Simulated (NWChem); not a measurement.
System: diphosphane (P2H4); SMILES PP

NWChem input:

```
start job
memory heap 200 mb stack 900 mb global 1100 mb
geometry units angstroms noautosym nocenter noautoz
  P     -0.000034    -1.111516    -0.065318
  P     -0.000034     1.111516     0.065318
  H      1.022314    -1.257874     0.911959
  H     -1.022493    -1.257848     0.911847
  H      1.022320     1.257874    -0.911954
  H     -1.022488     1.257849    -0.911852
end
basis spherical
  P library 6-31g*
  H library 6-31g*
end
dft
  xc b3lyp
  iterations 150
end
cosmo
  do_cosmo_smd true
  solvent chcl3
end
task dft energy
```

Output (shortened):

```
             Northwest Computational Chemistry Package (NWChem) 7.3.0
             --------------------------------------------------------

                             Geometry "geometry" -> ""
                             -------------------------

 Output coordinates in angstroms (scale by  1.889725989 to convert to a.u.)

  No.       Tag          Charge          X              Y              Z
 ---- ---------------- ---------- -------------- -------------- --------------
    1 P                   15.0000    -0.00003400    -1.11151600    -0.06531800
    2 P                   15.0000    -0.00003400     1.11151600     0.06531800
    3 H                    1.0000     1.02231400    -1.25787400     0.91195900
    4 H                    1.0000    -1.02249300    -1.25784800     0.91184700
    5 H                    1.0000     1.02232000     1.25787400    -0.91195400
    6 H                    1.0000    -1.02248800     1.25784900    -0.91185200

 Effective nuclear repulsion energy (a.u.)      88.6312635742

                                 NWChem DFT Module
                                 -----------------

 Summary of "ao basis" -> "ao basis" (spherical)
 ------------------------------------------------------------------------------
       Tag                 Description            Shells   Functions and Types
 ---------------- ------------------------------  ------  ---------------------
 P                           6-31g*                  8       18   4s3p1d
 H                           6-31g*                  2        2   2s

 in cosmo_initialize ...
 calling solv_data for solv:chcl3

 solvent parameters
 solvname_short: chcl3
 solvname_long:  chloroform
 dielec:        4.7113
 dielecinf:     2.0906
 nonaqueous SMD model solvent descriptors
 dielec:        4.7113
 sola:          0.1500
 solb:          0.0200
 solc:          0.0000
 solg:         38.3900
 solh:          0.7500
 soln:          1.4459

          ---------------
          -cosmo- solvent
          ---------------
 Cosmo: York-Karplus, doi: 10.1021/jp992097l
 dielectric constant -eps-     =   4.71
 screen = (eps-1)/(eps    )    =   0.78774
 surface charge correction     = lagrangian

   van der Waals surface
 --------------------------

 ---------- ATOMIC COORDINATES (A.U.) ------------ VDWR(ANG.) --
     1   -0.00006425   -2.10046067   -0.12343312     2.120
     2   -0.00006425    2.10046067    0.12343312     2.120
     3    1.93189333   -2.37703719    1.72335262     1.200
     4   -1.93223160   -2.37698806    1.72314097     1.200
     5    1.93190467    2.37703719   -1.72334317     1.200
     6   -1.93222215    2.37698995   -1.72315042     1.200
 number of segments per atom =        128
 number of   points per atom =        128
 atom (   nspa,  nppa )
 ----------------------
    1 (     86,     0 )       0
    2 (     86,     0 )       0
    3 (     55,     0 )       0
    4 (     55,     0 )       0
    5 (     55,     0 )       0
    6 (     55,     0 )       0
 number of -cosmo- surface points =      392
 molecular surface =     95.275 angstrom**2
 molecular volume  =     74.977 angstrom**3
 -lineq- algorithm             =   0
 -bem- low  level              =   3
 -bem- from -octahedral-
 gaussian surface charge width =   4.50000
 degree of switching           =   1.00000
 switching function tolerance  =   0.00010
 atomic radii =
 --------------
    1 15.000  2.120
    2 15.000  2.120
    3  1.000  1.200
    4  1.000  1.200
    5  1.000  1.200
    6  1.000  1.200
 ...... end of -cosmo- initialization ......

 nat:                     6
 ixmem:                  2111
 calling mnsol_interface()
 G(SMD-CDS) energy (kcal/mol)  =     1.089
 SMD-CDS SASA (angstrom**2)    =   112.532

[...]

                                COSMO-SMD solvation results
                                ---------------------------

             internal energy in gas <Psi(g)|H|Psi(g)> =      -685.089502154458
         internal energy in solvent <Psi(s)|H|Psi(s)> =      -685.089071274925
                               delta internal energy  =         0.000430879533 (    0.27 kcal/mol)
   total free energy in solvent <Psi(s)|H+V/2|Psi(s)> =      -685.093206909316
 polarization energy contribution <Psi(s)|V/2|Psi(s)> =        -0.004135634391 (   -2.60 kcal/mol)
    total free energy in solvent including G(SMD-CDS) =      -685.091471163914
                       G(SMD-CDS) energy contribution =         0.001735745401 (    1.09 kcal/mol)
     1 M fixed-concentration free energy of solvation =        -0.001969009456 (   -1.24 kcal/mol)

                       DFT Final Molecular Orbital Analysis
                       ------------------------------------

 Vector   15  Occ=2.000000D+00  E=-3.426611D-01
              MO Center= -2.7D-05, -2.3D-07, -1.1D-07, r^2= 2.7D+00
   Bfn.  Coefficient  Atom+Function         Bfn.  Coefficient  Atom+Function
  ----- ------------  ---------------      ----- ------------  ---------------
     8      0.377779  1 P  py                26     -0.377779  2 P  py
     9     -0.206949  1 P  pz                27      0.206948  2 P  pz
    38     -0.147779  3 H  s                 40     -0.147771  4 H  s
    42     -0.147780  5 H  s                 44     -0.147770  6 H  s
     4     -0.145753  1 P  py                22      0.145753  2 P  py

 Vector   16  Occ=2.000000D+00  E=-3.280337D-01
              MO Center= -5.2D-05, -1.5D-07, -2.5D-07, r^2= 3.1D+00
   Bfn.  Coefficient  Atom+Function         Bfn.  Coefficient  Atom+Function
  ----- ------------  ---------------      ----- ------------  ---------------
     9      0.350855  1 P  pz                27      0.350855  2 P  pz
     6     -0.265280  1 P  s                 24      0.265280  2 P  s
    13      0.190832  1 P  pz                31      0.190833  2 P  pz
    10     -0.145746  1 P  s                 28      0.145746  2 P  s
     5     -0.139772  1 P  pz                23     -0.139773  2 P  pz

 Vector   17  Occ=2.000000D+00  E=-2.450086D-01
              MO Center= -2.0D-05,  5.2D-07,  1.0D-07, r^2= 3.8D+00
   Bfn.  Coefficient  Atom+Function         Bfn.  Coefficient  Atom+Function
  ----- ------------  ---------------      ----- ------------  ---------------
     9      0.311718  1 P  pz                27     -0.311719  2 P  pz
     8      0.284644  1 P  py                26     -0.284644  2 P  py
    10     -0.246583  1 P  s                 28     -0.246583  2 P  s
     6     -0.191176  1 P  s                 13      0.190589  1 P  pz
    24     -0.191176  2 P  s                 31     -0.190589  2 P  pz

 Vector   18  Occ=0.000000D+00  E=-9.668075D-03
              MO Center= -3.6D-05, -1.7D-07,  2.6D-08, r^2= 4.9D+00
   Bfn.  Coefficient  Atom+Function         Bfn.  Coefficient  Atom+Function
  ----- ------------  ---------------      ----- ------------  ---------------
    12      0.987469  1 P  py                30      0.987469  2 P  py
    10      0.715910  1 P  s                 28     -0.715910  2 P  s
     8      0.416272  1 P  py                26      0.416272  2 P  py
     4     -0.153892  1 P  py                22     -0.153892  2 P  py
     6      0.141492  1 P  s                 24     -0.141492  2 P  s

 Vector   19  Occ=0.000000D+00  E= 2.337404D-02
              MO Center= -3.0D-05,  2.9D-06, -9.1D-09, r^2= 4.6D+00
   Bfn.  Coefficient  Atom+Function         Bfn.  Coefficient  Atom+Function
  ----- ------------  ---------------      ----- ------------  ---------------
    11      0.905495  1 P  px                29     -0.905496  2 P  px
    38     -0.622502  3 H  s                 40      0.622485  4 H  s
    42      0.622506  5 H  s                 44     -0.622484  6 H  s
     7      0.309156  1 P  px                25     -0.309156  2 P  px
     3     -0.111380  1 P  px                21      0.111380  2 P  px

 Vector   20  Occ=0.000000D+00  E= 3.558684D-02
              MO Center= -4.9D-05, -2.9D-06, -2.6D-07, r^2= 4.2D+00
   Bfn.  Coefficient  Atom+Function         Bfn.  Coefficient  Atom+Function
  ----- ------------  ---------------      ----- ------------  ---------------
    11      0.661718  1 P  px                29      0.661716  2 P  px
    38     -0.657476  3 H  s                 40      0.657596  4 H  s
    42     -0.657475  5 H  s                 44      0.657594  6 H  s
     7      0.285963  1 P  px                25      0.285962  2 P  px
    37     -0.152088  3 H  s                 39      0.152101  4 H  s

     Multipole analysis of the density
     ---------------------------------

     L   x y z        total         alpha         beta         nuclear
     -   - - -        -----         -----         ----         -------
     0   0 0 0     -0.000000    -17.000000    -17.000000     34.000000

     1   1 0 0     -0.000041      0.001271      0.001271     -0.002583
     1   0 1 0     -0.000000     -0.000001     -0.000001      0.000002
     1   0 0 1      0.000000      0.000000      0.000000      0.000000

     2   2 0 0    -20.056451    -17.493960    -17.493960     14.931469
     2   1 1 0      0.000006     -0.000020     -0.000020      0.000046
     2   1 0 1      0.000006      0.000003      0.000003      0.000001
     2   0 2 0    -23.343709    -89.151262    -89.151262    154.958816
     2   0 1 1     -3.018083      2.794322      2.794322     -8.606728
     2   0 0 2    -22.558771    -17.447081    -17.447081     12.335390
```

Level: B3LYP/6-31G* (spherical d), SMD on the gas-phase geometry. All runs use the structure optimised with PBE0-D3(BJ)/def2-TZVP. Solvent: chloroform.
